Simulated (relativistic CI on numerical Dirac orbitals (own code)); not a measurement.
**Slater and spin-orbit integrals, Lu³¹⁺**

Method of calculation: Dirac-Coulomb-Breit CI, orbitals from a KLI potential per configuration, QED by a radiative potential, unscaled Slater integrals (own radial code, finite nucleus).

Slater integrals F^k, G^k are unscaled and averaged over j, outside the closed core [Ar] 3d10; ζ comes from projecting the Hamiltonian with its Breit term on Σ l·s of the shell.

- 4s2 4p6 4d4: F^2(4d,4d) = 219820, F^4(4d,4d) = 149630, ζ(4d) = 45930 cm⁻¹; <r>(4d) = 0.4576, <r^2>(4d) = 0.2393 (bohr units).
- 4s2 4p5 4d5: ζ(4p) = 372970, F^2(4d,4d) = 219770, F^4(4d,4d) = 149590, F^2(4p,4d) = 221640, G^1(4p,4d) = 275980, G^3(4p,4d) = 176540, ζ(4d) = 45746 cm⁻¹; <r>(4p) = 0.4531, <r^2>(4p) = 0.2323, <r>(4d) = 0.4577, <r^2>(4d) = 0.2394 (bohr units).
- 4s2 4p6 4d3 4f: F^2(4d,4d) = 219690, F^4(4d,4d) = 149530, ζ(4d) = 45889, F^2(4d,4f) = 220470, F^4(4d,4f) = 143860, G^1(4d,4f) = 229510, G^3(4d,4f) = 157820, G^5(4d,4f) = 115860, ζ(4f) = 7420 cm⁻¹; <r>(4d) = 0.4579, <r^2>(4d) = 0.2396, <r>(4f) = 0.4347, <r^2>(4f) = 0.2146 (bohr units).

Task: Give the Racah parameters of the d shell in 4s2 4p6 4d4.

Result: B = F²/49 − 5F⁴/441 = 2790 cm⁻¹ and C = 35F⁴/441 = 11875 cm⁻¹.

Averages of the first 10 configurations, taken without configuration mixing, which lowers the lowest level and can move excited configurations by several eV; other configurations of the list can lie among them:

```tsv
Configuration	Parity	States	Average energy above the lowest level (eV)
4s2 4p6 4d4	even	210	37.9
4s2 4p5 4d5	odd	1512	225.2
4s2 4p6 4d3 4f	odd	1680	227.3
4s 4p6 4d5	even	504	373.4
4s 4p6 4d4 4f	odd	5880	560.8
4s2 4p6 4d3 5s	even	240	420.3
4s2 4p6 4d3 5d	even	1200	562.3
4s2 4p6 4d3 5g	even	2160	696.9
4p6 4d6	even	210	713.1
4p5 4d7	odd	720	897.4
```
